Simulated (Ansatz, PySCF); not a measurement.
C₂H₅Se (SMILES [CH2][Se]C), doublet, geometry from GFN2-xTB, atoms displaced at random by about 0.08 Å a coordinate. Base run: PySCF with B3LYP/STO-3G, gradient.

Input for PySCF:
```python
from pyscf import gto, scf, dft

mol = gto.M(
    atom='''
C     1.58087161    0.30176384   -0.58148038
Se    0.06921230   -0.22677209    0.53239957
C    -1.37612028    0.41994262   -0.96235099
H     2.41481408    0.05025335   -0.14239494
H     1.33064101    1.01017682   -1.31942576
H    -1.25393825    1.49500956   -0.79757543
H    -1.19484587    0.07222802   -1.75062664
H    -2.23083574    0.31981971   -0.39212136
''',
    basis='sto-3g',
    spin=1,
    verbose=3,
)

mf = dft.UKS(mol)
mf.xc = 'b3lyp'
mf.kernel()
g = mf.nuc_grad_method()
grad = g.kernel()
```

Programs used: Ansatz (a quantum-chemistry and plane-wave program), PySCF; a row that names a program was run with it.

The coordinate followed is x of atom 3.

Each row names what was changed in the base input (with any setting that the change needs).

| change | dE/dx (Eh/bohr) | net force (Eh/bohr) |
|---|---|---|
| base | -0.023907 | 0.000094 |
| grid_response = on | -0.023917 | 0.000000 |
| finite difference step (bohr) = 0.05; conv_tol = 1e-11 | -0.024420 | - |
| finite difference step (bohr) = 0.01; conv_tol = 1e-11 | -0.023938 | - |
| grids.level = 5; grid_response = off | -0.023909 | 0.000005 |
| grids.level = 1; grid_response = off | -0.023910 | 0.000216 |
| finite difference step (bohr) = 1e-5; conv_tol = 1e-11 | -0.023917 | - |
| density fitting = on | -0.023909 | 0.000094 |
| grids.level = 0; grid_response = off | -0.024258 | 0.002204 |
| conv_tol = 1e-4 | -0.023954 | 0.000094 |
| code = ansatz | -0.023909 | 0.000000 |
| conv_tol = 1e-11 | -0.023907 | 0.000094 |

The net force is zero for an exact gradient.

Open shells are given as the SCF converged; they aren't shown to be the lowest states, and a large step between rows can be another state.
